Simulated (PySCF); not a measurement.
# Correlation energy of Al (aluminium, neutral)

[Ne] 3s2 4s1, 2S determinant (an excited configuration). All numbers are calculated (PySCF 2.14, the spin-free X2C one-electron Hamiltonian (Gaussian nucleus), in dyall-acv3z (19s12p6d4f, 113 functions)). Frozen: 1s2; 11 electrons correlated; the 18 highest virtual orbitals of each spin left out.

MP2 pair energies summed by pair of shells (mhartree):

| pair | energy | share (%) |
| --- | --- | --- |
| 2p-2p | -193.73 | 59.4 |
| 2s-2p | -62.84 | 19.3 |
| 3s-3s | -28.53 | 8.8 |
| 2p-3s | -22.35 | 6.9 |
| 2s-2s | -9.79 | 3.0 |
| 3s-4s | -5.48 | 1.7 |
| 2s-3s | -2.40 | 0.7 |
| 2p-4s | -0.85 | 0.3 |
| 2s-4s | -0.09 | 0.0 |

Total MP2 correlation energy: -326.07 mhartree.

Same-spin part -81.11 and opposite-spin part -244.96 mhartree; SCS-MP2 scales them by 1/3 and 6/5 to -320.98 mhartree.
